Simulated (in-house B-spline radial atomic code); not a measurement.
Results of a calculation; reference values are marked as such.
# Weak and strong correlation along the adiabatic connection

Two-electron singlets in several external potentials (atomic units), by full CI in B-splines with partial waves to l = 8 (correlation energies up to 0.6 % small). The repulsion is scaled by λ at fixed density; W(λ) is the mean repulsion less the Hartree energy, W(0) = E_x, and the area under W from 0 to 1 is E_xc.

One system gave this curve:

```csv
λ,W (hartree)
0,-0.18018
0.02,-0.18236
0.05,-0.18543
0.12,-0.19173
0.25,-0.20094
0.4,-0.20866
0.6,-0.21589
0.8,-0.221
1,-0.2248
1.4,-0.23013
2,-0.23517
3,-0.24012
4.5,-0.24434
7,-0.24819
```

(1) Which system is it?
A. −V exp(−r²/w²), V = 14.2, w = 1.53
B. ω²r²/2 − Z/r, ω = 0.0287, Z = 0.5
C. −Z/r, Z = 2.54, wall at 1 bohr
D. −Z exp(−kr)/r, Z = 8.79, k = 3.27

## Answers

(1) B. The exchange energy sets the size: ω²r²/2 − Z/r, ω = 0.0287, Z = 0.5: E_x = -0.18, E_c = -0.0293; −Z exp(−kr)/r, Z = 8.79, k = 3.27: E_x = -4.72, E_c = -0.0463; −Z/r, Z = 2.54, wall at 1 bohr: E_x = -2.15, E_c = -0.0444; −V exp(−r²/w²), V = 14.2, w = 1.53: E_x = -1.31, E_c = -0.0437 hartree.
